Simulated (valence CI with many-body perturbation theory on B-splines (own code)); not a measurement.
**Forbidden lines of Sb X**

Level of theory: configuration interaction combined with many-body perturbation theory (CI+MBPT): six valence electrons over a frozen Dirac-Fock core [Kr], radial functions for each j: 7 s, 7 p, 8 d, 6 f, 4 g, 1 h, with the one-electron correlation potential Σ1 (screened to all orders), the two-electron term Σ2, the three-electron term Σ3, Breit, model QED; selected single and double excitations, second order for the rest, scaled by the run's own slope (own B-spline code, finite nucleus).

No measured levels were compared; by estimate terms of the open shell hold to 2 to 4 % of their energy, and close levels can change places. Core correlation moves these levels by up to 2900 cm⁻¹, and in measured spectra 5 to 20 % of such shifts remained as error; rates that hang on mixing are uncertain with them. Not all symmetries were solved, so the list stops early. Among the levels kept, up to 1100 cm⁻¹ of a level comes from second order outside the variational space, and about a tenth of that is noise between levels of different J, which matters for small intervals. Only levels of the ground parity were solved; by the run's estimate the other parity begins above the list, which can be wrong where configurations are misplaced.

Lines 1 to 6 of 6 in falling wavelength, among levels below 28162 cm⁻¹, chosen from the decays that carry over 1 % of a level's rate. Wavelengths and rates use the calculated energies, so an error of 2000 cm⁻¹ moves a line at 5223 Å by 10 % and its rate by three times that or more. S is in atomic units (e²a₀⁴ for E2 and M2, e²a₀⁶ for E3), for M1 in squared Bohr magnetons. Weak lines are less certain than strong ones. Lines between different terms over intervals too small for the method are left out, as are lines whose strength nearly cancels. Intervals below about 2000 cm⁻¹, as at the head of this list, are uncertain by tens of per cent.

Names give the largest LS component (configuration and term), which can be under half, so a name can repeat, a term be missing and a line seem to break the LS rules; names also repeat where a configuration has a term twice.

```json
{"λ vac (Å)": "1.273e+05", "Upper": "4d⁶ ⁵D_0", "Lower": "4d⁶ ⁵D_1", "Type": "M1", "A (s⁻¹)": "7.14e-02", "S (a.u.)": "5.46e+00"}
{"λ vac (Å)": "65240", "Upper": "4d⁶ ⁵D_2", "Lower": "4d⁶ ⁵D_3", "Type": "M1", "A (s⁻¹)": "1.99e-01", "S (a.u.)": "1.03e+01"}
{"λ vac (Å)": "39610", "Upper": "4d⁶ ⁵D_1", "Lower": "4d⁶ ⁵D_2", "Type": "M1", "A (s⁻¹)": "1.33e+00", "S (a.u.)": "9.21e+00"}
{"λ vac (Å)": "16540", "Upper": "4d⁶ ⁵D_3", "Lower": "4d⁶ ⁵D_4", "Type": "M1", "A (s⁻¹)": "7.37e+00", "S (a.u.)": "8.64e+00"}
{"λ vac (Å)": "5223", "Upper": "4d⁶ ³H_4", "Lower": "4d⁶ ⁵D_3", "Type": "M1", "A (s⁻¹)": "2.71e+00", "S (a.u.)": "1.29e-01"}
{"λ vac (Å)": "3969", "Upper": "4d⁶ ³H_4", "Lower": "4d⁶ ⁵D_4", "Type": "M1", "A (s⁻¹)": "3.66e+01", "S (a.u.)": "7.64e-01"}
```
